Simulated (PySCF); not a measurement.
## Basis-set dependence of AsH⁺ at CCSD(T)

PySCF, UHF reference; doublet, unpaired electrons π ↑; De to As⁺ + H without counterpoise correction. Frozen cores follow the default of each basis and core potential.

| basis | relativity | functions | Re (Å) | ωe (cm⁻¹) | De (eV) | frozen orbitals |
| --- | --- | --- | --- | --- | --- | --- |
| def2-SVPD | no relativity | 46 | 1.531 | 2210 | 2.93 | 9 |
| cc-pVTZ-PP/cc-pVTZ | scalar-relativistic core potentials | 53 | 1.519 | 2241 | 3.12 | 4 |
| def2-TZVPPD | no relativity | 71 | 1.527 | 2198 | 3.12 | 9 |

Task: How does each smaller set differ from the one with most functions, def2-TZVPPD?

Result: def2-SVPD: +0.4 pm, +0.5 % in ωe, -0.19 eV in De; cc-pVTZ-PP/cc-pVTZ: -0.8 pm, +2.0 % in ωe, +0.00 eV in De. All at CCSD(T); the set with most functions is neither the basis-set limit nor always the best. The rows treat relativity differently, so the differences are not basis effects alone.

Correlated steps freeze the inner cores (4 to 9 orbitals); shallow outer-core shells are correlated. Correlated levels converge slowly with the basis: in double zeta they bind strong bonds too weakly, by up to about 1 eV, and carry superposition errors of some tenths. Spin–orbit coupling is left out. For an ion De counts to the pair picked by the measured ionisation energies or electron affinities, which need not be the lowest pair at this level. The state is the lowest determinant that a PBE0 search found; another state may lie lower at other levels.
